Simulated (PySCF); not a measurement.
C7H11 (doublet state).
Z-matrix (Å and degrees, GFN2-xTB geometry), rows numbered from 1:
```
C 
C   1  1.4714
C   2  1.5449  1  113.25
C   3  1.5362  2  105.81  1    96.07
C   4  1.4986  3  103.27  2    19.89
C   5  1.3242  4  112.90  3   -11.67
C   6  1.4880  2  120.37  1    72.48
H   1  1.0729  2  120.98  3   154.41
H   1  1.0727  2  119.68  3   -37.47
H   2  1.0946  1  110.10  3  -126.26
H   3  1.0904  2  109.18  1  -145.84
H   3  1.0886  2  111.42  1   -26.42
H   4  1.0915  3  112.20  2   140.89
H   4  1.0938  3  111.60  2   -98.44
H   5  1.0776  4  121.47  3   168.88
H   7  1.0895  6  110.46  2   -60.05
H   7  1.0902  6  110.21  2    58.92
H   7  1.0875  6  110.64  2   179.39
```

The hyperfine couplings belong to this conformer and change with its torsions.

The species is `[CH2][C@H]1CCC=C1C` [radical].

Level of theory: PySCF, UKS B3LYP, pcH-1 on C H, non-relativistic, mean-field spin-orbit, GIAO. The structure is a single GFN2-xTB conformer in the gas phase; no vibrational or solvent corrections. The geometry wasn't refined by DFT: couplings that depend on bond lengths, twists or pyramidal angles can differ widely from those at the functional's own minimum. The SCF solution wasn't tested for stability.

(1) Break the g tensor into its mass correction, gauge correction and orbital-Zeeman/spin–orbit terms.

(2) What are the electron Larmor frequencies g μB B/h along the three axes at 340 mT?

(3) What effective moment and Curie constant follow for a powder?

(4) How much does each term add to the isotropic shift?

(5) In a frozen sample, at which fields do the three g values resonate at 9.5, 34, 94 and 263 GHz (hyperfine left aside), and which band first spreads them over more than twice a line width of 1.0 mT?

## Answers

(1) 
```json
{"Δg (ppm)": "relativistic mass correction", "1": "-143", "2": "-143", "3": "-143"}
{"Δg (ppm)": "gauge correction", "1": "10", "2": "28", "3": "32"}
{"Δg (ppm)": "orbital Zeeman/spin–orbit", "1": "-29", "2": "564", "3": "602"}
{"Δg (ppm)": "total", "1": "-163", "2": "449", "3": "491"}
```

So g = 2.00216, 2.00277, 2.00281 and g_iso = 2.00258; the tensor is close to axial: the two nearest values differ by 6 % of g3 − g1. Axes: g2 points within 8° of the C1–H8 bond.

(2) 9.5277, 9.5306, 9.5308 GHz for g1, g2 and g3, a range of 3.1 MHz.

(3) With the mean of g² = 4.0103 and S(S+1) = 0.75: μ_eff = √(⟨g²⟩S(S+1)) = 1.734 μB and χT = 0.12505·⟨g²⟩·S(S+1) = 0.376 cm³ K/mol (cgs; spin-Hamiltonian part alone).

(4) The orbital-Zeeman/spin–orbit term 379, the mass correction -143 and the gauge correction 23 ppm, for a total of 259 ppm. The orbital-Zeeman/spin–orbit term is the largest in size. The mass correction is the same along every axis, so the anisotropy comes from the other two: their spans along these axes are 22 (gauge) and 631 ppm (orbital Zeeman/spin–orbit).

(5) 
| band | GHz | B(g3) mT | B(g2) mT | B(g1) mT | spread mT |
| --- | --- | --- | --- | --- | --- |
| X | 9.5 | 338.90 | 338.91 | 339.01 | 0.11 |
| Q | 34.0 | 1212.91 | 1212.93 | 1213.30 | 0.40 |
| W | 94.0 | 3353.33 | 3353.40 | 3354.43 | 1.09 |
| J | 263.0 | 9382.20 | 9382.39 | 9385.26 | 3.06 |

The spread grows in proportion to the frequency. J band is the first where it exceeds 2.0 mT.

Largest spin populations (Mulliken): C1 (+1.07) and C2 (-0.08). No atom but C1 exceeds +0.15. The positive populations add up to 1.17 and the negative ones to -0.17, together 2S = 1. The angles at C1 add up to 359.0°, so it is planar; its axial dipolar tensor and the negative couplings of its protons fit spin in a p orbital normal to that plane.

The HOMO–LUMO gaps are 6.12 eV among the α and 4.88 eV among the β orbitals.

Hardware: an Arm Neoverse V1 with one thread, no GPU, shared host with 32 logical CPUs at a one-minute load of 18. Cost: 74 s wall (with the writing of density and orbital grids), 1.0 GiB resident at most.
